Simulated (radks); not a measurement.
Isoelectronic series with 34 electrons, all held in the configuration [Ar] 3d10 4s2 4p4, which need not be the ground one along the series. All-electron calculation, scalar-relativistic Kohn-Sham, PBE, spin-unpolarised, spherical densities, finite nucleus; Fermi nuclear charge, rms radius of each element as measured or else 0.836 A^(1/3) + 0.57 fm. Program: a radial shooting solver on a logarithmic mesh with Libxc functionals. Total energies (hartree) and orbital eigenvalues (hartree):

Se: E (hartree) -2429.94588; 4p -0.23929; 4s -0.63529
Ru10+: E (hartree) -4500.50229; 4p -7.81542; 4s -9.05197
In15+: E (hartree) -5798.78786; 4p -14.21923; 4s -15.94929
Xe20+: E (hartree) -7278.03887; 4p -22.29010; 4s -24.59570
Pr25+: E (hartree) -8943.8012; 4p -32.02978; 4s -35.02269
Gd30+: E (hartree) -10802.6310; 4p -43.45269; 4s -47.28076
Tm35+: E (hartree) -12862.4314; 4p -56.58085; 4s -61.43717
